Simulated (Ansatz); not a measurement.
Compare A (`COC1(O)BC1`) with its isomer B (`CB(C)OC=O`).

Gas-phase electronic energies from Ansatz, PBE0-D4/def2-TZVP geometries. CBS: MP2 limit from def2 TZ/QZ plus the TZ coupled-cluster correction, frozen cores. Functionals use def2-TZVPP. B3LYP here is the variant with VWN-RPA as its local correlation; programs differ in this. One conformer a species, not always the lowest.

A:

```xyz
13

C     1.6865   -0.7554    0.5472
O     0.6219   -0.7277   -0.3843
C    -0.4700    0.0182    0.0486
O    -1.1161   -0.4731    1.1682
B    -0.4143    1.5177   -0.3006
C    -1.2974    0.5539   -1.1058
H     2.0463    0.2568    0.7626
H     2.4876   -1.3379    0.0934
H     1.3788   -1.2255    1.4852
H    -1.5768   -1.2817    0.9121
H     0.0745    2.5914   -0.1997
H    -2.3656    0.5883   -0.8983
H    -1.0553    0.2750   -2.1285
```

B:

```xyz
13

C     1.1871   -0.0754    1.4290
B     0.1732    0.0264    0.2457
C    -1.1897   -0.7343    0.2246
O     0.5545    0.8953   -0.7802
C    -0.0067    0.9797   -1.9974
O    -0.5857    0.1056   -2.5630
H     0.7835    0.4794    2.2860
H     2.1738    0.3312    1.2025
H     1.2903   -1.1084    1.7741
H    -1.0530   -1.6669   -0.3366
H    -1.5152   -1.0078    1.2305
H    -1.9920   -0.1997   -0.2873
H     0.1799    1.9749   -2.4279
```

Problem. Which is lower in electronic energy at CCSD(T)/CBS, and by how much? (Estimate.)

Solution. Computed: B, by 411.4 kJ/mol.

Problem. Give E(B) − E(A) in kJ/mol with B3LYP, B2PLYP, ωB97M-V, r2SCAN-D4, B3LYP-D4, HF/def2-TZVPP, CCSD/def2-TZVPP. (Estimate.)

Solution. The calculation gave: B3LYP -419.0, B2PLYP -422.9, ωB97M-V -408.8, r2SCAN-D4 -413.4, B3LYP-D4 -417.8, HF/def2-TZVPP -436.1, CCSD/def2-TZVPP -415.7. None reverses the order clearly.

Largest T1 diagnostic: 0.014.

In def2-TZVPP, CCSD(T) changes the Hartree–Fock value by +19.7 kJ/mol (the triples alone add −0.6 kJ/mol) and MP2 by +16.0 kJ/mol.
